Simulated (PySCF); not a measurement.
C3H7BO2, SMILES OB1CC(O)C1.

Coordinates come from a r2SCAN-D4/def2-SVP optimisation. The structure was generated by enumeration, and PubChem lists no compound with its InChIKey, so it may never have been made. The values are those of a single conformer.

Method: r2SCAN-D4/def2-SVP in PySCF.

No scaling factor is applied to the harmonic values.

Problem. Estimate the vibrational spectrum. (The exact figures need the calculation; the answer reports its results.)

Solution. 
```tsv
mode	ν (cm⁻¹)	IR (km/mol)	moving atoms (share of kinetic energy)
1	94	0.1	O 47 %, C 31 %, H 18 %
2	277	48.9	H 49 %, O 28 %, C 18 %
3	305	7.4	H 38 %, B 29 %, O 24 %, C 9 %
4	335	78.7	H 63 %, O 22 %, C 10 %
5	423	3.8	H 50 %, C 25 %, O 18 %
6	456	9.6	H 47 %, O 29 %, C 22 %
7	519	43.6	H 72 %, C 20 %
8	549	3.2	O 36 %, B 22 %, C 22 %, H 20 %
9	674	61.2	H 78 %, C 15 %
10	727	2.2	C 40 %, H 38 %, O 20 %
11	868	22.5	H 43 %, C 37 %, B 16 %
12	906	23.8	H 50 %, C 37 %, B 12 %
13	915	22.6	H 54 %, C 39 %
14	933	20.9	C 37 %, H 36 %, B 22 %
15	992	64.4	H 53 %, C 44 %
16	1049	28.5	H 48 %, C 30 %, O 16 %
17	1087	44.3	H 68 %, C 30 %
18	1159	51.7	H 42 %, C 40 %, O 13 %
19	1174	69.7	H 52 %, C 32 %, O 10 %
20	1184	77.5	H 55 %, B 25 %, C 16 %
21	1236	36.8	H 81 %, C 14 %
22	1323	129.7	H 64 %, C 28 %
23	1373	31.5	H 88 %, C 11 %
24	1381	7.5	H 85 %, C 10 %
25	1412	70.8	H 64 %, C 24 %
26	1492	271.6	B 61 %, O 16 %, H 14 %, C 9 %
27	2965	67.6	H 92 %
28	3037	5.0	H 94 %
29	3043	4.6	H 94 %
30	3121	13.7	H 91 %, C 9 %
31	3125	16.1	H 91 %, C 9 %
32	3810	26.2	H 94 %
33	3833	67.1	H 94 %
```
